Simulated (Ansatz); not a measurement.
Two structures of Si2H8SO, singlet, reached by relaxing down either side of one saddle point (PBE0-D4/def2-TZVP). Energies are electronic, without zero-point energy. Program: Ansatz 0.2.0. Basis: def2-TZVPP and def2-QZVPP. Cores are frozen in the correlated methods. Extrapolation: Hartree–Fock as exp(−7.88 √X), correlation as X^−2.97. First:

```json
{"atom": "Si1", "x (Å)": "0.2055", "y (Å)": "0.4437", "z (Å)": "0.4774"}
{"atom": "S2", "x (Å)": "0.8408", "y (Å)": "-1.5814", "z (Å)": "0.6978"}
{"atom": "O3", "x (Å)": "-0.5726", "y (Å)": "0.7055", "z (Å)": "-0.9317"}
{"atom": "Si4", "x (Å)": "-1.5218", "y (Å)": "-0.0609", "z (Å)": "-2.0314"}
{"atom": "H5", "x (Å)": "1.3674", "y (Å)": "1.3583", "z (Å)": "0.5117"}
{"atom": "H6", "x (Å)": "-0.7069", "y (Å)": "0.6664", "z (Å)": "1.6227"}
{"atom": "H7", "x (Å)": "1.9869", "y (Å)": "0.0817", "z (Å)": "3.2891"}
{"atom": "H8", "x (Å)": "2.0051", "y (Å)": "0.7117", "z (Å)": "3.6900"}
{"atom": "H9", "x (Å)": "1.8163", "y (Å)": "-1.4874", "z (Å)": "-0.2221"}
{"atom": "H10", "x (Å)": "-0.7276", "y (Å)": "-1.0684", "z (Å)": "-2.7788"}
{"atom": "H11", "x (Å)": "-2.6596", "y (Å)": "-0.7359", "z (Å)": "-1.3555"}
{"atom": "H12", "x (Å)": "-2.0336", "y (Å)": "0.9666", "z (Å)": "-2.9693"}
```

Second:

```xyz
12
angstrom
Si 0.2879 1.4233 0.8915
S 0.5926 -2.2911 0.7466
O -0.2607 1.0849 -0.6073
Si -1.0241 0.0218 -1.5853
H 0.2609 2.8978 1.0627
H -0.5690 0.7949 1.9309
H 0.9998 -1.9564 1.9803
H 1.6863 0.9480 1.0572
H 1.8047 -2.0563 0.2221
H -0.0549 -0.9470 -2.1600
H -2.0815 -0.7147 -0.8469
H -1.6422 0.7947 -2.6920
```

Task: Which bonds change from the first to the second?

Result: Si₂H₆SO ([SiH3][O][SiH2][SH]) + H₂ → Si₂H₆O ([SiH3][O][SiH3]) + H₂S; bonds formed: Si1–H8, S2–H7; bonds broken: Si1–S2, H7–H8.

Task: Give the saddle point's structure and its height above each. (Judge from chemistry; the value comes from the calculation.)

Result: The calculation gives: 239.4 kJ/mol above the first and 197.0 kJ/mol above the second (CCSD(T) at an estimated basis limit (MP2 extrapolated from triple and quadruple zeta, plus CCSD(T) − MP2 in triple zeta)).
```json
{"atom": "Si1", "x (Å)": "0.2735", "y (Å)": "0.8616", "z (Å)": "0.9185"}
{"atom": "S2", "x (Å)": "0.5555", "y (Å)": "-1.6874", "z (Å)": "0.8144"}
{"atom": "O3", "x (Å)": "-0.2495", "y (Å)": "0.8793", "z (Å)": "-0.6313"}
{"atom": "Si4", "x (Å)": "-1.0911", "y (Å)": "-0.1058", "z (Å)": "-1.6530"}
{"atom": "H5", "x (Å)": "0.9444", "y (Å)": "2.1878", "z (Å)": "0.9209"}
{"atom": "H6", "x (Å)": "-0.7868", "y (Å)": "0.7076", "z (Å)": "1.9340"}
{"atom": "H7", "x (Å)": "1.2914", "y (Å)": "-0.4929", "z (Å)": "1.6923"}
{"atom": "H8", "x (Å)": "1.5125", "y (Å)": "0.4394", "z (Å)": "1.9878"}
{"atom": "H9", "x (Å)": "1.5778", "y (Å)": "-1.6622", "z (Å)": "-0.0582"}
{"atom": "H10", "x (Å)": "-0.1882", "y (Å)": "-1.1214", "z (Å)": "-2.2489"}
{"atom": "H11", "x (Å)": "-2.2145", "y (Å)": "-0.7746", "z (Å)": "-0.9514"}
{"atom": "H12", "x (Å)": "-1.6251", "y (Å)": "0.7686", "z (Å)": "-2.7252"}
```

No T1 diagnostic of these runs exceeds 0.014.

Labels in which every atom is bracketed show which atoms are joined, not bond orders.

For scale, one of the runs: CCSD(T)/def2-TZVPP, 269 basis functions, launched by `ansatz run in.yaml --threads 4 --pin off --events-out ev --progress --plain --max-ram 9574MiB`. Time: 2.2 min of wall clock on 4 CPU threads of an Arm Neoverse V2; the host was shared. Peak host memory: 6.3 GiB.
